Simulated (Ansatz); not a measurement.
`[SiH3]OB(S)Cl` and `[SiH3][O][In]([SH])[Cl]` differ in one element.

Ansatz, PBE0-D4/def2-TZVP geometries, multiplicity 1. Each molecule was computed in one conformer, which needn't be the lowest.

Elements past krypton have def2 core potentials.

```
                                          property  `[SiH3]OB(S)Cl`
size of the dipole moment (ωB97M-V/def2-TZVPP) / D             1.13
               HOMO energy (B3LYP/def2-TZVPP) / eV            -7.74
               HOMO–LUMO gap (PBE/def2-TZVPP) / eV             5.53
             LUMO energy (ωB97M-V/def2-TZVPP) / eV             1.42
                HOMO energy (PBE0/def2-TZVPP) / eV            -8.00
                 LUMO energy (PBE/def2-TZVPP) / eV            -1.22
```

Question: Give the same properties after the change, and the shifts. (Estimate.)

Answer: Computed: 
```json
{"property": "size of the dipole moment (ωB97M-V/def2-TZVPP) / D", "`[SiH3][O][In]([SH])[Cl]`": "1.55", "shift": "0.42"}
{"property": "HOMO energy (B3LYP/def2-TZVPP) / eV", "`[SiH3][O][In]([SH])[Cl]`": "-7.96", "shift": "-0.22"}
{"property": "HOMO–LUMO gap (PBE/def2-TZVPP) / eV", "`[SiH3][O][In]([SH])[Cl]`": "3.74", "shift": "-1.79"}
{"property": "LUMO energy (ωB97M-V/def2-TZVPP) / eV", "`[SiH3][O][In]([SH])[Cl]`": "-0.42", "shift": "-1.84"}
{"property": "HOMO energy (PBE0/def2-TZVPP) / eV", "`[SiH3][O][In]([SH])[Cl]`": "-8.21", "shift": "-0.21"}
{"property": "LUMO energy (PBE/def2-TZVPP) / eV", "`[SiH3][O][In]([SH])[Cl]`": "-3.21", "shift": "-1.99"}
```

With PBE0 the HOMO falls by 0.21 eV and the LUMO falls by 2.03 eV, so the gap narrows by about 1.82 eV. PBE moves the HOMO by -0.19 eV and ωB97M-V by -0.23 eV. Dipoles are sizes alone; their direction can turn.

B3LYP here is the variant with VWN-RPA as its local correlation; programs differ in this.
